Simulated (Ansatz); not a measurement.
Ideal-gas functions of CH₅FOSi (`OC(F)[SiH3]`) at 800 K and 1 bar, from an Ansatz frequency run at PBE0-D4/def2-TZVP.

Molar mass 80.13 g/mol, point group C1 (symmetry number 1), electronic degeneracy 1, moments of inertia 57.414, 118.76, 160.598 u Å². Harmonic wavenumbers (cm⁻¹, unscaled): 122, 211, 290, 377, 507, 597, 631, 747, 904, 933, 941, 1006, 1151, 1208, 1348, 1426, 2237, 2247, 2259, 3011, 3819.

Use S(trans) = R[1.5 ln M + 2.5 ln T − 1.1517]; rotational temperatures θ = 24.2544 K / I; S(rot) = R[ln(√π/σ · √(T³/θAθBθC)) + 1.5]; for each mode x = 1.438777 ν̃/T, S = R[x/(eˣ − 1) − ln(1 − e⁻ˣ)] and H = RT x/(eˣ − 1); 1 cm⁻¹ = 0.0119627 kJ/mol; R = 8.31446 J/(mol·K).

Q: By hand: the entropy, in J/(mol·K).

A: Translation 184.0. Rotation: θ = 0.4224, 0.2042, 0.151 K, giving 118.6. Vibration, mode by mode: 20.94, 16.42, 13.82, 11.70, 9.36, 8.11, 7.70, 6.46, 5.13, 4.92, 4.87, 4.43, 3.61, 3.33, 2.73, 2.44, 0.76, 0.75, 0.74, 0.24, 0.07, in all 128.5. Electronic 0.0. Sum 431.1 J/(mol·K).

Q: By hand: H − E and G − E in kJ/mol, counted from the electronic energy.

A: Zero-point energy ½ × 25972 × 0.0119627 = 155.3; thermal vibration 54.2; translation, rotation and pV give 4 RT = 26.6. H − E = 236.1 kJ/mol, and G − E = 236.1 − 800 × 431.1/1000 = -108.8 kJ/mol.

Vibration gives 30 % of the entropy, 20.9 J/(mol·K) of it from the mode under 150 cm⁻¹: soft modes count most, and the harmonic formula is weakest for them. The sum counts one conformer and one mirror image; others add a mixing term.
